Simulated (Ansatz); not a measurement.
`[SiH3][AlH][Cl]` + `O=C=NP` → `O=C=[N][AlH][Cl]` + `[SiH3]P`  (redistribution)

Isolated molecules relaxed with PBE0-D4/def2-TZVP in Ansatz; ΔE leaves out vibrations. CCSD(T)/CBS adds triple-zeta CCSD(T) − MP2 to the extrapolated MP2 energy (def2 sets, frozen cores). This one scheme is used for every species. Functionals use def2-TZVPP. B3LYP here is the variant with VWN-RPA as its local correlation; programs differ in this. HSE06 is defined as in plane-wave codes. Each species was taken in one conformer, which may not be the lowest.

Q: Is it downhill or uphill in electronic energy at CCSD(T)/CBS, and by how much? (An estimate is asked.)

A: The calculation gave: Downhill: ΔE = -1.80 eV.

Q: What do these levels give: r2SCAN0-D4, PBE0, B3LYP, HSE06, SCS-MP2/def2-TZVPP, HF/CBS(def2)? (Estimate.)

A: Computed: r2SCAN0-D4 -1.83, PBE0 -1.69, B3LYP -1.72, HSE06 -1.68, SCS-MP2/def2-TZVPP -1.82, HF/CBS(def2) -1.83 eV.

Q: What do rigid-rotor, harmonic-oscillator terms from PBE0-D4/def2-TZVP frequencies (298.15 K, 1 bar) make of the CCSD(T)/CBS value? (An estimate is asked.)

A: The calculation gave: ΔZPE = +0.02 eV, ΔH = -1.79 eV, ΔS = -17 J/(mol·K), ΔG = -1.74 eV. Modes under 50 cm⁻¹ make the entropy rough.

Largest T1 diagnostic among the species: 0.017.

From BLYP to BHLYP (50 % exact exchange), in def2-TZVPP and without D4, ΔE moves by −0.13 eV. Leaving LDA and LC-ωPBE aside and taking each functional with its dispersion term where it has one, the values, not all of them listed here, spread over 0.22 eV, from B97M-V to PBE-D4. At CCSD(T), def2-SVP lies −0.04 eV from the extrapolated value and def2-TZVPP +0.00 eV.
